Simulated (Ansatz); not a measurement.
```yaml
crystal:
  periodic: [false, false, false]
  atoms:
    - {symbol: O, position_ang: [-1.213195, -0.662196, -0.331643]}
    - {symbol: Ga, position_ang: [0.192712, 0.428520, -0.177701]}
    - {symbol: O, position_ang: [1.374539, -0.148614, 1.016596]}
    - {symbol: H, position_ang: [-1.873657, -0.383326, -0.968289]}
    - {symbol: D, position_ang: [0.410218, 1.739877, -0.968360]}
    - {symbol: H, position_ang: [1.109383, -0.974271, 1.429398]}
basis:
  gaussian: {orbitals: def2-TZVPD, point_charges: [{charge: 1.00, position_ang: [3.955, -0.331, -0.407]}]}
hamiltonian: {xc: {name: wB97X}}
output: {forces: true}
```

```sh
$ ansatz run in.yaml --threads 4 --pin off --events-out ev --progress --plain --max-ram 10444MiB
```

Shortened log:

```
Error: YAML parse error: error: line 8 column 16: `D` is not an element symbol (H … Og, case-exact)
 6 |     - {symbol: O, position_ang: [1.374539, -0.148614, 1.016596]}
 7 |     - {symbol: H, position_ang: [-1.873657, -0.383326, -0.968289]}
 8 |     - {symbol: D, position_ang: [0.410218, 1.739877, -0.968360]}
 9 |     - {symbol: H, position_ang: [1.109383, -0.974271, 1.429398]}
10 | basis:
```

**Question.** Something in this input is off. What?

**Answer.** An element symbol is wrong. The input was rejected before any iteration.
